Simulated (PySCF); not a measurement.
# Mayer bond orders and bond lengths

Species: C3H9NO3SSi.
Atom-mapped SMILES: `[O:1]=[S:2](=[O:3])([OH:4])[C@@H:5]1[CH2:6][CH2:7][NH:8][SiH2:9]1` (hydrogens: H10 on O4; H11 on C5; H12, H13 on C6; H14, H15 on C7; H16 on N8; H17, H18 on Si9)

Cartesian coordinates in Å at the PBE0-D3(BJ)/def2-SVP level; atoms count from 1:
```xyz
18
C3H9NO3SSi angstrom
O      1.3110    0.0268    1.6305
S      1.7620   -0.3529    0.3076
O      2.5069   -1.5793    0.0740
O      2.7101    0.8681   -0.2154
C      0.3891   -0.2810   -0.8110
C     -0.3442    1.0683   -0.7719
C     -1.3844    1.0596    0.3478
N     -2.0034   -0.2566    0.3261
Si    -0.9675   -1.5184   -0.2424
H      3.4557    0.4570   -0.6785
H      0.8120   -0.5215   -1.7972
H      0.3599    1.9088   -0.6741
H     -0.8575    1.1813   -1.7400
H     -0.8933    1.2789    1.3130
H     -2.1310    1.8508    0.1633
H     -2.7758   -0.3951    0.9650
H     -1.5012   -2.2870   -1.4076
H     -0.4731   -2.4976    0.7690
```

Bond orders from the PBE0/pcSseg-1 density (PySCF). Isolated species at its PBE0-D3(BJ)/def2-SVP geometry (one conformer only).

Task: How far do the computed orders between heavy atoms stray from the drawn ones?

Result: The largest departure is 0.262, at S2–O3 (drawn double, 1.738). Drawn single, order below 0.88: Si9–C5 (0.780).

Task: Set the Mayer orders of the bonds beside their lengths.

Result: 
```csv
bond,drawn as,length (Å),Mayer order
O1–S2,double,1.448,1.749
S2–O3,double,1.454,1.738
S2–O4,single,1.632,0.916
S2–C5,single,1.772,0.916
C5–C6,single,1.536,0.979
C6–C7,single,1.528,1.023
C7–N8,single,1.455,0.950
N8–Si9,single,1.729,1.031
Si9–C5,single,1.922,0.780
O4–H10,single,0.969,0.922
C5–H11,single,1.100,0.923
C6–H12,single,1.101,0.940
C6–H13,single,1.102,0.940
C7–H14,single,1.105,0.935
C7–H15,single,1.103,0.950
N8–H16,single,1.012,0.929
Si9–H17,single,1.494,0.905
Si9–H18,single,1.492,0.914
```

By pair of heavy elements: O–S: lowest S2–O4 (0.916, 1.632 Å), highest O1–S2 (1.749, 1.448 Å). C–C: lowest C5–C6 (0.979, 1.536 Å), highest C6–C7 (1.023, 1.528 Å).

Task: Sum the orders of all bonds at each heavy atom with more than one neighbour and set the sums beside the valence in the SMILES.

Result: S2 5.319 (drawn 6), O4 1.838 (drawn 2), C5 3.598 (drawn 4), C6 3.882 (drawn 4), C7 3.858 (drawn 4), N8 2.910 (drawn 3), Si9 3.630 (drawn 4). Orders between atoms that aren't bonded are not in these sums.

The Mayer order sums products of elements of PS (density times overlap matrix) between the two atoms' basis functions, so it depends on the basis set.
